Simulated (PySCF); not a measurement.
**Spinor energies of Sn³⁺ (tin, charge +3)**

Start: [Kr] 4d9 5s1 5p1; 4d3/2 filled at m_j = -3/2, -1/2, +1/2, +3/2; 4d5/2 filled at m_j = -3/2, -1/2, +1/2, +3/2, +5/2; 5s1/2 filled at m_j = +1/2; 5p3/2 filled at m_j = +3/2. Calculated with PySCF 2.14 in x2c-SVPall-2c with one added diffuse shell each of s, p type (7s9p4d, 54 functions): generalised Hartree-Fock with the X2C-1e Hamiltonian and a Gaussian nucleus; one run each with spin-orbit coupling (SO) switched off, then screened by Boettger's factors. This is a chosen level, not necessarily the ground level.

```json
{"spinor shell": "1s1/2", "electrons": "2", "ε, spin-free (eV)": "-29385.5", "ε, screened SO (eV)": "-29382.9", "weight of nominal j (screened SO)": "1.000", "rms radius, screened SO (bohr)": "0.0333"}
{"spinor shell": "2s1/2", "electrons": "2", "ε, spin-free (eV)": "-4564.6", "ε, screened SO (eV)": "-4563.9", "weight of nominal j (screened SO)": "1.000", "rms radius, screened SO (bohr)": "0.136"}
{"spinor shell": "2p1/2", "electrons": "2", "ε, spin-free (eV)": "-4096.2", "ε, screened SO (eV)": "-4256.5", "weight of nominal j (screened SO)": "1.000", "rms radius, screened SO (bohr)": "0.118"}
{"spinor shell": "2p3/2", "electrons": "4", "ε, spin-free (eV)": "-4096.2", "ε, screened SO (eV)": "-4023.0", "weight of nominal j (screened SO)": "1.000", "rms radius, screened SO (bohr)": "0.123"}
{"spinor shell": "3s1/2", "electrons": "2", "ε, spin-free (eV)": "-954.45", "ε, screened SO (eV)": "-954.28", "weight of nominal j (screened SO)": "1.000", "rms radius, screened SO (bohr)": "0.361"}
{"spinor shell": "3p1/2", "electrons": "2", "ε, spin-free (eV)": "-797.39", "ε, screened SO (eV)": "-827.59", "weight of nominal j (screened SO)": "1.000", "rms radius, screened SO (bohr)": "0.354"}
{"spinor shell": "3p3/2", "electrons": "4", "ε, spin-free (eV)": "-797.39", "ε, screened SO (eV)": "-783.52", "weight of nominal j (screened SO)": "1.000", "rms radius, screened SO (bohr)": "0.366"}
{"spinor shell": "3d3/2", "electrons": "4", "ε, spin-free (eV)": "-555.95", "ε, screened SO (eV)": "-561.33", "weight of nominal j (screened SO)": "0.999", "rms radius, screened SO (bohr)": "0.340"}
{"spinor shell": "3d5/2", "electrons": "6", "ε, spin-free (eV)": "-555.95", "ε, screened SO (eV)": "-552.20", "weight of nominal j (screened SO)": "0.999", "rms radius, screened SO (bohr)": "0.342"}
{"spinor shell": "4s1/2", "electrons": "2", "ε, spin-free (eV)": "-199.13", "ε, screened SO (eV)": "-199.12", "weight of nominal j (screened SO)": "1.000", "rms radius, screened SO (bohr)": "0.867"}
{"spinor shell": "4p1/2", "electrons": "2", "ε, spin-free (eV)": "-148.53", "ε, screened SO (eV)": "-154.86", "weight of nominal j (screened SO)": "0.990", "rms radius, screened SO (bohr)": "0.922"}
{"spinor shell": "4p3/2", "electrons": "4", "ε, spin-free (eV)": "-148.53", "ε, screened SO (eV)": "-145.62", "weight of nominal j (screened SO)": "0.995", "rms radius, screened SO (bohr)": "0.944"}
{"spinor shell": "4d3/2", "electrons": "4", "ε, spin-free (eV)": "-73.191", "ε, screened SO (eV)": "-74.137", "weight of nominal j (screened SO)": "0.862", "rms radius, screened SO (bohr)": "1.15"}
{"spinor shell": "4d5/2", "electrons": "5", "ε, spin-free (eV)": "-73.191", "ε, screened SO (eV)": "-72.552", "weight of nominal j (screened SO)": "0.889", "rms radius, screened SO (bohr)": "1.16"}
{"spinor shell": "5s1/2", "electrons": "1", "ε, spin-free (eV)": "-44.438", "ε, screened SO (eV)": "-44.448", "weight of nominal j (screened SO)": "0.999", "rms radius, screened SO (bohr)": "2.28"}
{"spinor shell": "5p3/2", "electrons": "1", "ε, spin-free (eV)": "-34.659", "ε, screened SO (eV)": "-34.369", "weight of nominal j (screened SO)": "1.000", "rms radius, screened SO (bohr)": "2.54"}
```

| quantity | spin-free | screened SO |
| --- | --- | --- |
| E (hartree) | -6169.54101 | -6170.97365 |
| M_J | 9/2 | 9/2 |
| ⟨J²⟩ | 24.758 | 24.758 |
| ⟨L²⟩ | 12.007 | 12.021 |
| ⟨S²⟩ | 3.751 | 3.765 |

Each row is a mean over spinors that exchange with the open shell spreads, by up to 7.371 eV (4p3/2).

Rows whose weight is well below 1 are mixtures of j = l ± 1/2: exchange outweighs spin-orbit coupling there, and the label is only the starting occupation.

Breit and QED terms are absent; they matter most for the inner s and p1/2 levels.

Densities and radii are taken from the X2C orbitals without a picture-change correction, which distorts them close to the nucleus.

Without spin-orbit coupling the j labels of p, d and f shells carry no meaning; the spin-free column gives the mean over the occupied spinors of each nl shell.
